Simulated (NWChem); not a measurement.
Everything below was run with NWChem. System: H₃NSi, charge 1, spin multiplicity 2, at the geometry of a parent with another charge or spin, in a state set for the comparison that need not be this species' ground state. Its SCF solution wasn't tested for a lower state. Level: ROCCSD(T)/6-311G** (spherical d), 6 core orbitals frozen.

Part of the output:

```
             Northwest Computational Chemistry Package (NWChem) 7.3.0
             --------------------------------------------------------

                                NWChem Input Module
                                -------------------

 Scaling coordinates for geometry "geometry" by  1.889725989
 (inverse scale =  0.529177249)

 Turning off AUTOSYM since
 SYMMETRY directive was detected!

                             Geometry "geometry" -> ""
                             -------------------------

 Output coordinates in angstroms (scale by  1.889725989 to convert to a.u.)

  No.       Tag          Charge          X              Y              Z
 ---- ---------------- ---------- -------------- -------------- --------------
    1 Si                  14.0000    -0.52498000     0.45961500     0.00000000
    2 H                    1.0000     0.52897200     1.60108000     0.00000000
    3 N                    7.0000     0.67374300    -0.79574100     0.00000000
    4 H                    1.0000     1.69179400    -0.67901000     0.00000000
    5 H                    1.0000     0.41275700    -1.78648900     0.00000000

 Effective nuclear repulsion energy (a.u.)      50.1108094999

            Nuclear Dipole moment (a.u.)
            ----------------------------
        X                 Y               Z
 ---------------- ---------------- ----------------
     0.0000075589     0.0000075589     0.0000000000

      Symmetry information
      --------------------

 Group name             Cs
 Group number              2
 Group order               2
 No. of unique centers     5

      Symmetry unique atoms

     1    2    3    4    5


 Summary of "ao basis" -> "" (spherical)
 ------------------------------------------------------------------------------
       Tag                 Description            Shells   Functions and Types
 ---------------- ------------------------------  ------  ---------------------
 *                          6-311g**                  on all atoms

 Summary of "ao basis" -> "ao basis" (spherical)
 ------------------------------------------------------------------------------
       Tag                 Description            Shells   Functions and Types
 ---------------- ------------------------------  ------  ---------------------
 Si                         6-311g**                12       26   6s5p1d
 H                          6-311g**                 4        6   3s1p
 N                          6-311g**                 8       18   4s3p1d
[...]
          Calculation type : Coupled-cluster singles & doubles w/ perturbation
   Perturbative correction : (T)
            Max iterations :      100
        Residual threshold : 0.10D-05
     T(0) DIIS level shift : 0.00D+00
     L(0) DIIS level shift : 0.00D+00
     T(1) DIIS level shift : 0.00D+00
     L(1) DIIS level shift : 0.00D+00
     T(R) DIIS level shift : 0.00D+00
     T(I) DIIS level shift : 0.00D+00
   CC-T/L Amplitude update :  5-th order DIIS
                I/O scheme : Global Array Library
        L-threshold :  0.10D-05
        EOM-threshold :  0.10D-05
 no EOMCCSD initial starts read in
 TCE RESTART OPTIONS
 SLICE:      F
 D4D5:       F
 quantumc:   F
 qrotation:  F
 pwtce:      F
 qducc:      F
 nacto:                         0
 nrotv:                         0
 nrot:                          0

            Memory Information
            ------------------
          Available GA space size is     249029112 doubles
          Available MA space size is     104853732 doubles

 Maximum block size supplied by input
 Maximum block size        24 doubles

 tile_dim =     19

 -------------------------------------------------
   1    alpha     a'     4 doubles       0       1
   2    alpha     a'     1 doubles       4       2
   3    alpha     a"     1 doubles       5       3
   4    beta      a'     4 doubles       6       4
   5    beta      a"     1 doubles      10       5
   6    alpha     a'    18 doubles      11       6
   7    alpha     a'    19 doubles      29       7
   8    alpha     a"    13 doubles      48       8
   9    beta      a'     1 doubles      61       9
  10    beta      a'    18 doubles      62      10
  11    beta      a'    19 doubles      80      11
  12    beta      a"    13 doubles      99      12

 Global array virtual files algorithm will be used

 Parallel file system coherency ......... OK

 4-electron integrals stored in orbital form

 v2    file size   =          1431525
 4-index algorithm nr.  13 is used
 imaxsize =       30
 imaxsize ichop =        0


CCSD iterations
 ---------------------------------------------------------
 Iter          Residuum       Correlation     Cpu    Wall
 ---------------------------------------------------------
    1   0.1371201255657  -0.2575398779357     0.2     0.2
    2   0.0401276092898  -0.2688210424429     0.2     0.2
    3   0.0172495796089  -0.2751496674136     0.2     0.2
    4   0.0089249794846  -0.2766988737427     0.2     0.2
    5   0.0054675054752  -0.2776285319882     0.2     0.2
    6   0.0032253589714  -0.2783040350401     0.2     0.2
    7   0.0016416941404  -0.2784530895616     0.2     0.2
    8   0.0013320632435  -0.2784705606239     0.2     0.2
    9   0.0007986794466  -0.2785030155887     0.2     0.2
   10   0.0006865520849  -0.2785271919215     0.2     0.2
   11   0.0001720828736  -0.2785772127371     0.2     0.2
   12   0.0000983367753  -0.2785872663714     0.2     0.2
   13   0.0000727467527  -0.2785905579383     0.2     0.2
   14   0.0000541636650  -0.2785922012611     0.2     0.2
   15   0.0000418051104  -0.2785923665321     0.2     0.2
   16   0.0000134003400  -0.2785936444528     0.2     0.2
   17   0.0000060719860  -0.2785939058618     0.2     0.2
   18   0.0000042112613  -0.2785937449270     0.2     0.2
   19   0.0000028379610  -0.2785937687939     0.2     0.2
   20   0.0000022088471  -0.2785937724744     0.2     0.2
   21   0.0000010465957  -0.2785937853087     0.2     0.2
   22   0.0000005771085  -0.2785938426562     0.2     0.2
 -----------------------------------------------------------------
 Iterations converged
 CCSD correlation energy / hartree =        -0.278593842656204
 CCSD total energy / hartree       =      -345.111873416844219

 Singles contributions
    13a"  (alpha) ---    11a"  (alpha)        0.1019672484

 Doubles contributions
 CCSD(T)
 Using plain CCSD(T) code
             total no. of tasks          373
 total no. of tasks / no. procs          373
                         wl_min            4           1.3
                         wl_max       438976           8.7
        thresh for no. of tasks          373

 CCSD[T]  correction energy / hartree =        -0.011417567080839
 CCSD[T] correlation energy / hartree =        -0.290011409737043
 CCSD[T] total energy / hartree       =      -345.123290983925074
 CCSD(T)  correction energy / hartree =        -0.010494427587296
 CCSD(T) correlation energy / hartree =        -0.289088270243500
 CCSD(T) total energy / hartree       =      -345.122367844431494

 Task  times  cpu:        8.0s     wall:        8.0s

 Total times  cpu:        8.0s     wall:        8.0s
```

### Question
Write an NWChem input that would produce this output.

### Answer
One answer among several that fit: 
```
start mol
memory heap 100 mb stack 700 mb global 1900 mb
charge 1
geometry units angstroms nocenter noautoz
  Si    -0.524980     0.459615     0.000000
  H      0.528972     1.601080     0.000000
  N      0.673743    -0.795741     0.000000
  H      1.691794    -0.679010     0.000000
  H      0.412757    -1.786489     0.000000
  symmetry group Cs
end
basis spherical
  * library 6-311g**
end
scf
  rohf
  nopen 1
  maxiter 100
  thresh 1e-7
  semidirect memsize 60000000 filesize 0
  # guess.movecs holds the orbitals of an unrestricted PBE0 run
  vectors input guess.movecs swap 11 12 output mol.movecs
end
tce
  freeze core 6
  ccsd(t)
  2eorb
  2emet 13
  thresh 1e-6
  maxiter 100
  tilesize 24
end
task tce energy
```
